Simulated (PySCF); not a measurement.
**Structure from NMR data**

An unknown has the formula C$_{7}$H$_{10}$. Its calculated NMR data are:

1H NMR (600 MHz, computed): δ 5.22 (m, 1H), 5.11 (m, 1H), 2.55 (m, 1H), 1.89 (m, 2H), 1.79 (s, 3H), 1.25 (m, 1H), 0.97 (m, 1H).

13C{1H} NMR (computed): δ 146.6, 119.6, 51.1, 27.4, 25.0, 5.8.

- PBE0/pcSseg-1 with gauge-including orbitals
- structure optimised with GFN2-xTB
- program: PySCF 2.14
- one averaged value for each set of equivalent atoms, no solvent model, single conformer, no relativistic terms

Scale: 1H (31.72 ppm), 13C (186.93 ppm) against TMS (reference shieldings calculated alike).

Q: Choose the structure that fits.
A. C=CC(=C)/C=C\C
B. C#C[C@@H](C)C(=C)C
C. C=C1CC/C1=C\C
D. C=C(C)[C@@H]1[C@@H]2C[C@@H]21

A: D. 

Rings plus π bonds: 3 (2 rings in the answer). 6 carbon signals for 7 carbons: some carbons are equivalent by symmetry or fast rotation. Carbon types of the structure: 1 × C, 3 × CH, 2 × CH2, 1 × CH3, which accounts for all hydrogens. δC 146.6: fully substituted alkene carbon; an sp2 carbon of a C=C bond. δC 119.6: terminal =CH2 carbon; the olefinic region. δC 51.1, 27.4, 5.8: three-membered-ring carbon. δC 25.0: allylic methyl carbon; aliphatic region, no heteroatom directly attached. δH 1.79: hydrogen on an allylic methyl carbon; allylic position.

The others: C=CC(=C)/C=C\C would give 7 carbon signals, not 6; C=C1CC/C1=C\C would give 7 carbon signals, not 6; C#C[C@@H](C)C(=C)C would give 7 carbon signals, not 6.

Shifts are as computed. Against solution values, carbons near 30 ppm lie about +3 ppm off and those near 130 ppm about +5 ppm. Of 1211 compounds with measured shifts, 218 miss one by over three times the rms of a fit or turn the order of signals round; such compounds aren't used in these exercises. No couplings were computed; multiplicities are counted from neighbouring protons, with m where these are inequivalent, close in shift, in a saturated or five-membered ring or joined by F or P, and br s for small geminal =CH2 splittings.
